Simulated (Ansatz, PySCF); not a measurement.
Dissociation curve of NaF, singlet.

UMP2/3-21G = unrestricted MP2 (frozen core)/3-21G run with PySCF; RKS-B3LYP/6-311+G** = restricted B3LYP/6-311+G**, spherical d (PySCF); UKS-B3LYP/6-311+G** = unrestricted B3LYP/6-311+G**, spherical d run with PySCF 2.14.0; FCI = full CI/cc-pVDZ, frozen core (Ansatz, a first-principles code).

Energies relative to the lowest point of each curve near equilibrium, in kcal/mol; the last columns give the difference from FCI:

```tsv
R / Å	UMP2/3-21G	RKS-B3LYP/6-311+G**	UKS-B3LYP/6-311+G**	FCI	UMP2/3-21G − FCI	RKS-B3LYP/6-311+G** − FCI	UKS-B3LYP/6-311+G** − FCI
1.52	40.3	49.8	49.8	48.2	-8.0	1.5	1.5
1.61	18.7	26.0	26.0	23.9	-5.3	2.1	2.1
1.76	2.7	6.2	6.2	4.6	-1.9	1.6	1.6
1.80	1.1	3.7	3.7	2.4	-1.2	1.3	1.3
1.87	0.0	1.0	1.0	0.3	-0.3	0.7	0.7
1.92	0.2	0.1	0.1	0.0	0.2	0.1	0.1
1.95	0.6	0.0	0.0	0.2	0.4	-0.2	-0.2
2.02	2.2	0.5	0.5	1.4	0.8	-0.9	-0.9
2.12	5.6	2.5	2.5	4.5	1.1	-2.0	-2.0
2.23	10.3	6.0	6.0	9.1	1.2	-3.1	-3.1
2.39	17.9	12.2	12.2	16.8	1.1	-4.6	-4.6
2.60	28.7	20.9	20.9	27.6	1.1	-6.7	-6.7
2.86	63.4	31.2	31.2	40.9	22.5	-9.7	-9.7
3.19	68.2	42.9	42.9	56.8	11.3	-13.9	-13.9
3.45	69.8	50.8	50.8	68.1	1.7	-17.4	-17.4
3.91	71.1	62.0	61.5	84.3	-13.1	-22.3	-22.8
4.28	71.8	68.8	67.3	92.3	-20.5	-23.4	-25.0
4.77	71.9	75.7	72.6	96.3	-24.5	-20.6	-23.7
5.22	71.9	80.4	76.1	97.4	-25.5	-17.0	-21.3
5.70	72.1	84.2	78.7	97.8	-25.7	-13.6	-19.1
```

UMP2/3-21G is furthest from FCI at 5.70 (-25.7 kcal/mol, below); its mean absolute difference over the points is 8.4 kcal/mol.

RKS-B3LYP/6-311+G** is furthest from FCI at 4.28 (-23.4 kcal/mol, below); its mean absolute difference over the points is 8.1 kcal/mol.

UKS-B3LYP/6-311+G** is furthest from FCI at 4.28 (-25.0 kcal/mol, below); its mean absolute difference over the points is 8.9 kcal/mol.

The scan ran from 1.52 to 7.76 Å; beyond the distances shown full CI changes its symmetry label. The unrestricted determinant behind UMP2/3-21G is spin-contaminated at 2.86 to 5.70 Å (<S²> up to 1.0, against 0.00 for a pure singlet). The restricted form behind RKS-B3LYP/6-311+G** keeps the bonding electrons paired and can't separate into open-shell fragments. The unrestricted determinant behind UKS-B3LYP/6-311+G** is spin-contaminated at 3.91 to 5.70 Å (<S²> up to 0.4, against 0.00 for a pure singlet).
